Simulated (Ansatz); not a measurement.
Calculated with Ansatz (gas phase, PBE0-D4/def2-TZVP geometries, no zero-point term in ΔE). CBS: MP2 limit from def2 TZ/QZ plus the TZ coupled-cluster correction, frozen cores. Functionals use def2-TZVPP. B3LYP here is the variant with VWN-RPA as its local correlation; programs differ in this. For Mg outer-core shells are correlated without core-valence functions, which leaves a few kJ/mol of doubt a bond. Each species was taken in one conformer, which may not be the lowest.

`[OH][Mg][Cl]` + `O[Si@@H](Cl)N[Si@@H](O)Cl` → `[Cl][Mg][Cl]` + `O[SiH](O)N[SiH](O)Cl`  (redistribution)

(1) Is it downhill or uphill in electronic energy at CCSD(T)/CBS, and by how much? (Estimate.)

(2) What do these levels give: PBE-D4, B3LYP-D4, r2SCAN, B3LYP, SCS-MP2/def2-TZVPP, MP2/def2-QZVPP? (An estimate is asked.)

Largest T1 diagnostic among the species: 0.011.

## Answers

(1) Ansatz gave: Downhill: ΔE = -85.9 kJ/mol.

(2) The calculation gave: PBE-D4 -82.6, B3LYP-D4 -87.6, r2SCAN -89.5, B3LYP -90.2, SCS-MP2/def2-TZVPP -85.7, MP2/def2-QZVPP -81.7 kJ/mol.

In def2-TZVPP, CCSD(T) changes the Hartree–Fock value by +15.0 kJ/mol (the triples alone add +1.4 kJ/mol) and MP2 by +21.0 kJ/mol. From PBE to PBE0 (25 % exact exchange), in def2-TZVPP and without D4, ΔE moves by −5.7 kJ/mol.
